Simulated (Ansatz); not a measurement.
Sn₃O₃⁻. Charge -1, multiplicity 2. Geometry B3LYP-D4/def2-SVPD.

Cartesian coordinates in Å:
```
Sn 0.218 0.775 -1.851
Sn 0.021 0.801 1.389
Sn -0.581 -1.912 -0.289
O -1.241 0.133 -0.406
O 1.194 1.456 -0.209
O 0.389 -1.254 1.366
```

In the def2 sets Sn takes a core potential; there is no spin–orbit coupling. At PBE-D4/def2-TZVPD, r2SCAN-D4/def2-TZVPD the highest occupied level of the charge -1 doublet lies above zero (up to 0.27 eV). It is a level of α spin, whose loss leaves a singlet; that state wasn't run at this geometry and level. The electron is either unbound and held by the finite basis, or the level is raised by self-interaction error. The structure comes from a short search, and lower isomers may exist.

Question: Estimate the α-spin orbital energies around the gap (eV) in Ansatz with PBE-D4/def2-TZVPD, r2SCAN-D4/def2-TZVPD, PBE0-D4/def2-TZVPD.

Answer: 
```
orbital  PBE-D4/def2-TZVPD  r2SCAN-D4/def2-TZVPD  PBE0-D4/def2-TZVPD
 HOMO−5              -2.20                 -2.45               -3.54
 HOMO−4              -2.06                 -2.32               -3.39
 HOMO−3              -1.92                 -2.17               -3.19
 HOMO−2              -1.83                 -2.11               -3.08
 HOMO−1              -1.16                 -1.36               -2.09
   HOMO               0.27                  0.02               -0.49
   LUMO               1.72                  1.90                2.32
 LUMO+1               1.86                  1.92                2.37
 LUMO+2               2.57                  2.97                3.03
 LUMO+3               2.57                  3.02                3.09
 LUMO+4               2.91                  3.26                3.50
 LUMO+5               3.02                  3.66                3.51
 β HOMO              -1.10                 -1.29               -2.01
 β LUMO               0.93                  1.15                1.60
```
